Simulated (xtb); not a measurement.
SnI₄, SMILES [I][Sn]([I])([I])[I]. All values are semi-empirical tight-binding results from xtb (GFN2-xTB unless named), good for trends rather than for accurate numbers. Coordinates come from a GFN2-xTB optimisation. The isomer is the one that the SMILES or the coordinates give; other isomers of the formula were not compared.

For metal compounds this method's bond lengths and energies can be far off.

| Quantity | Value |
|---|---|
| point group as xtb finds it | Td |
| orbital gap | 1.26 eV |
| zero-point energy | 1.4 kcal/mol |
| G − E(el) at 298.15 K (modified RRHO) | -23.5 kcal/mol |
